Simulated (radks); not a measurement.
Results of a calculation; reference values are marked as such.
Effect of the nuclear size on neutral europium, [Xe] 4f7 6s2. Level of theory: Dirac Kohn-Sham, BLYP, spin-unpolarised, spherical densities, finite nucleus; open shells fill j = l - 1/2 first; Fermi nuclear charge, rms radius 5.1115 fm (a radial shooting solver on a logarithmic mesh with Libxc functionals). The rms radius is varied about that value; shifts are against it.

rms radius (fm) = 4.493: total energy shift (eV) -4.28; density at nucleus (e/bohr^3) 5.981e+05; 1s1/2 shift (meV) -1760; 2s1/2 shift (meV) -225; 5s1/2 shift (meV) -1.66; 5p1/2 shift (meV) 0.215; 6s1/2 shift (meV) -0.072; 4f7/2 shift (meV) 0.339; 6p1/2 (empty) shift (meV) 0.060
rms radius (fm) = 4.6821: total energy shift (eV) -3.01; density at nucleus (e/bohr^3) 5.921e+05; 1s1/2 shift (meV) -1240; 2s1/2 shift (meV) -159; 5s1/2 shift (meV) -1.17; 5p1/2 shift (meV) 0.151; 6s1/2 shift (meV) -0.051; 4f7/2 shift (meV) 0.239; 6p1/2 (empty) shift (meV) 0.042
rms radius (fm) = 5.1115: total energy shift (eV) 0; density at nucleus (e/bohr^3) 5.794e+05; 1s1/2 shift (meV) 0.000; 2s1/2 shift (meV) 0.000; 5s1/2 shift (meV) 0.000; 5p1/2 shift (meV) 0.000; 6s1/2 shift (meV) 0.000; 4f7/2 shift (meV) 0.000; 6p1/2 (empty) shift (meV) 0.000
rms radius (fm) = 5.546: total energy shift (eV) 3.25; density at nucleus (e/bohr^3) 5.678e+05; 1s1/2 shift (meV) 1340; 2s1/2 shift (meV) 171; 5s1/2 shift (meV) 1.26; 5p1/2 shift (meV) -0.163; 6s1/2 shift (meV) 0.055; 4f7/2 shift (meV) -0.258; 6p1/2 (empty) shift (meV) -0.045
rms radius (fm) = 6.2871: total energy shift (eV) 9.25; density at nucleus (e/bohr^3) 5.505e+05; 1s1/2 shift (meV) 3820; 2s1/2 shift (meV) 487; 5s1/2 shift (meV) 3.59; 5p1/2 shift (meV) -0.465; 6s1/2 shift (meV) 0.156; 4f7/2 shift (meV) -0.734; 6p1/2 (empty) shift (meV) -0.129

Slopes of the eigenvalues against <r^2> in GHz/fm^2, as finite differences over the two radii next to the reference (eigenvalue slopes, not the field-shift constants of lines): 1s1/2 70700, 2s1/2 9030, 5s1/2 66.5, 5p1/2 -8.61, 6s1/2 2.89, 4f7/2 -13.6, 6p1/2 (empty) -2.39.
